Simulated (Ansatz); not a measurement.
Species: Sn2H, charge -1, multiplicity 1. It need not be the lowest isomer of its formula. Whether it binds its extra electron was not tested at this geometry. SMILES: [Sn-]#[SnH]
Geometry: optimised at B3LYP-D3(BJ)/def2-TZVP (Ansatz, a first-principles code).

Parts of the frozen-core correlation energy in def2-SVP (Ansatz, hartree). Frozen orbitals: 18; correlated occupied orbitals by spin: 5 and 5; virtual: 34 and 34. Spin-orbit coupling is left out. Past Kr the def2 sets carry scalar-relativistic core potentials. The restricted reference is unstable.

```csv
term,value
reference (HF),-427.26886
MP2 opposite-spin,[?]
MP2 same-spin,[?]
CCSD correlation,-0.18870
(T),[?]
CCSDT minus CCSD(T),-0.00087
T1 diagnostic,0.021
largest doubles amplitude,0.161
```

**Question.** Some entries are withheld; supply them.

**Answer.** 
- MP2 opposite-spin, value: -0.12987
- MP2 same-spin, value: -0.03959
- (T), value: -0.01235
